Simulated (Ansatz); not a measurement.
Total energies of CH$_{6}$BFOSi, SMILES `O[SiH2]CBF`.

```csv
atom,x (Å),y (Å),z (Å)
O1,-0.332,0.750,1.892
Si2,-0.458,1.112,0.292
C3,-0.441,-0.463,-0.744
B4,0.926,-1.154,-0.594
F5,1.191,-1.818,0.535
H6,0.312,0.088,2.150
H7,0.649,2.001,-0.158
H8,-1.748,1.823,0.131
H9,-1.259,-1.069,-0.339
H10,-0.660,-0.181,-1.777
H11,1.822,-1.089,-1.388
```

The species carries charge 0 and has multiplicity 1. All single points use the PBE0-D4/def2-TZVP geometry. It is one conformer, not always the lowest. Basis def2-TZVPP, the Gaussian-basis code of Ansatz.

RPA on PBE orbitals: Hartree–Fock energy of these orbitals -529.45465 Eh, correlation -1.44501 Eh (frozen core).

```tsv
functional	energy without D4 (Eh)	D4 term (kJ/mol)
LDA (SPW92)	-528.33038	–
revPBE	-531.20010	-62.7
```

Task: Give the same for PBE, BLYP, r2SCAN, B97M-V, PBE0, B3LYP, r2SCANh, r2SCAN0, HSE06 (plane-wave form), BHLYP, CAM-B3LYP, LC-ωPBE, ωB97X-V, ωB97M-V, B2PLYP, PBE-QIDH. (An estimate is asked.)

Result: Ansatz gave: 
```json
{"functional": "PBE", "energy without D4 (Eh)": "-530.91527", "D4 term (kJ/mol)": "-20.3"}
{"functional": "BLYP", "energy without D4 (Eh)": "-531.28345", "D4 term (kJ/mol)": "-44.8"}
{"functional": "r2SCAN", "energy without D4 (Eh)": "-531.20219", "D4 term (kJ/mol)": "-5.0"}
{"functional": "B97M-V", "energy without D4 (Eh)": "-531.22906", "D4 term (kJ/mol)": "–"}
{"functional": "PBE0", "energy without D4 (Eh)": "-530.96205", "D4 term (kJ/mol)": "-17.1"}
{"functional": "B3LYP", "energy without D4 (Eh)": "-531.38158", "D4 term (kJ/mol)": "-32.7"}
{"functional": "r2SCANh", "energy without D4 (Eh)": "-531.18946", "D4 term (kJ/mol)": "-5.3"}
{"functional": "r2SCAN0", "energy without D4 (Eh)": "-531.17151", "D4 term (kJ/mol)": "-5.8"}
{"functional": "HSE06 (plane-wave form)", "energy without D4 (Eh)": "-530.94354", "D4 term (kJ/mol)": "-15.9"}
{"functional": "BHLYP", "energy without D4 (Eh)": "-531.24356", "D4 term (kJ/mol)": "-24.4"}
{"functional": "CAM-B3LYP", "energy without D4 (Eh)": "-531.27201", "D4 term (kJ/mol)": "-17.3"}
{"functional": "LC-ωPBE", "energy without D4 (Eh)": "-531.11629", "D4 term (kJ/mol)": "–"}
{"functional": "ωB97X-V", "energy without D4 (Eh)": "-531.22834", "D4 term (kJ/mol)": "–"}
{"functional": "ωB97M-V", "energy without D4 (Eh)": "-531.24285", "D4 term (kJ/mol)": "–"}
{"functional": "B2PLYP", "energy without D4 (Eh)": "-531.06468", "D4 term (kJ/mol)": "–"}
{"functional": "PBE-QIDH", "energy without D4 (Eh)": "-530.85104", "D4 term (kJ/mol)": "–"}
```

B3LYP takes the VWN-RPA correlation (the form of Gaussian; ORCA's B3LYP/G). HSE06 is the plane-wave form, built on full-range PBE exchange. The double hybrids freeze the cores in their second-order part.

LC-ωPBE has ω = 0.4 bohr⁻¹.
